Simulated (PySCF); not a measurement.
O$_{3}$W, triplet, at a GFN2-xTB geometry (such geometries of metal compounds can be far from the true shape) (the multiplicity is a formal guess) (core potentials on W). Base run: CAMB3LYP/def2-SVP (PySCF).

Input for PySCF:
```python
from pyscf import gto, scf, dft

mol = gto.M(
    atom='''
W    -0.00000000   -0.00000000   -0.00000000
O     1.53904904   -0.32151783   -0.68643171
O    -0.49796156   -0.83029806    1.41628866
O    -1.04108748    1.15181589   -0.72985695
''',
    basis='def2-svp',
    ecp={'W': 'def2-svp'},
    spin=2,
    verbose=4,
)

mf = dft.UKS(mol)
mf.xc = 'camb3lyp'
mf.kernel()
mf.analyze()
```

Variants of this job, named by their change:

| change | ΔE vs base (mEh) | fitting functions | dipole (D) | outcome |
|---|---|---|---|---|
| base | 0.000 | - | 0.18 | converged |
| auxbasis = def2-universal-jfit | 9.759 | 236 | 0.18 | converged |
| auxbasis = cc-pvtz-ri | - | - | - | input refused |
| auxbasis = autoaux | 0.013 | 616 | 0.18 | converged |
| auxbasis = cc-pvtz-jkfit | - | - | - | input refused |
| auxbasis = cc-pvqz-jkfit | - | - | - | input refused |
| auxbasis = even-tempered beta=2.0 | -0.265 | 585 | 0.18 | converged |
| only_dfj = on; auxbasis = def2-universal-jfit | -0.090 | 236 | 0.18 | converged |
| auxbasis = default (with mf = mf.density_fit()) | 0.009 | 458 | 0.18 | converged |
| auxbasis = def2-svp-ri | - | - | - | input refused |

A fitting set is made for a task (jfit for Coulomb, jkfit for Coulomb and exchange, ri for correlation) and for a family of orbital bases.

Open shells are given as the SCF converged; they aren't shown to be the lowest states, and a large step between rows can be another state.

- auxbasis = cc-pvtz-ri: ended with `pyscf.lib.exceptions.BasisNotFoundError: Basis set not found for W in cc-pvtz-ri`
- auxbasis = cc-pvtz-jkfit: ended with `pyscf.lib.exceptions.BasisNotFoundError: Basis set not found for W in cc-pvtz-jkfit`
- auxbasis = cc-pvqz-jkfit: ended with `pyscf.lib.exceptions.BasisNotFoundError: Basis set not found for W in cc-pvqz-jkfit`
